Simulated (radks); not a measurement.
The numbers below are computed, except where a source is named.
Ga I, configuration [Ar] 3d10 4s2 4p1. Code: a radial shooting solver on a logarithmic mesh with Libxc functionals. Model: scalar-relativistic Kohn-Sham, PBE, spin-polarised, spherical densities, finite nucleus; open shells are filled with parallel spins first; Fermi nuclear charge, rms radius 3.9973 fm; hard spherical wall at 4 bohr. Some entries of the table are withheld. Estimate them.

| orbital | occ. | eigenvalue (eV) | r(max) (bohr) | <r> (bohr) |
|---|---|---|---|---|
| 1s up | 1 | -10223.89 | 0.03179 | 0.04860 |
| 1s down | 1 | -10223.85 | 0.03179 | 0.04860 |
| 2s up | 1 | -1256.668 | 0.1824 | 0.2178 |
| 2s down | 1 | -1256.664 | 0.1824 | 0.2178 |
| 2p up | 3 | -1093.173 | 0.1465 | 0.1907 |
| 2p down | 3 | -1093.145 | 0.1465 | 0.1907 |
| 3s up | 1 | -142.5030 | 0.5644 | 0.6519 |
| 3s down | 1 | -142.4662 | 0.5644 | 0.6518 |
| 3p up | 3 | -93.2492 | 0.5668 | 0.6796 |
| 3p down | 3 | -93.2019 | 0.5668 | 0.6793 |
| 3d up | 5 | -13.7167 | 0.5338 | 0.8201 |
| 3d down | 5 | -13.5790 | 0.5335 | 0.8131 |
| 4s up | 1 | -4.0744 | 1.878 | 2.025 |
| 4s down | 1 | -2.9642 | 1.857 | 2.016 |
| 4p up | 1 | 4.6480 | 2.159 | (1) |
| 4p down | 0 | 5.8410 | 2.147 | (2) |
| 4d up | 0 | 18.9696 | 2.563 | 2.391 |
| 4d down | 0 | 20.1402 | 2.571 | 2.399 |
| 5s up | 0 | 31.7189 | 3.040 | 2.364 |
| 5s down | 0 | 32.4442 | 3.042 | 2.371 |
| 5p up | 0 | 41.1630 | 3.120 | 2.316 |
| 5p down | 0 | 41.8613 | 3.121 | 2.318 |

Answer. 
(1) 4p up <r> (bohr): 2.203
(2) 4p down <r> (bohr): 2.199
